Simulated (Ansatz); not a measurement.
Gas-phase reaction R1 → 2 P1, each structure at its B3LYP-D3(BJ)/def2-TZVP stationary point, reached from a drawn start (curvature not checked).
P1: N atom, charge 0, multiplicity 4.
R1: N2 (SMILES N#N), charge 0, multiplicity 1.

P less R. No zero-point or thermal terms; singlets are restricted closed shells; open shells are unrestricted.

Frozen-core correlation throughout.

Codes used: Ansatz (Gaussian orbitals). Each number belongs to the level named beside it.

Question: Estimate the reaction energy that wB97M-V/def2-TZVPP returns for this input.

Answer: 230.1 kcal/mol

Question: Estimate the reaction energy that CCSD(T)/cc-pVQZ returns for this input.

Answer: 222.5 kcal/mol

Question: What is the computed reaction energy (wB97X-V/def2-TZVPP)?

Answer: 230.5 kcal/mol

Ansatz is a first-principles code.
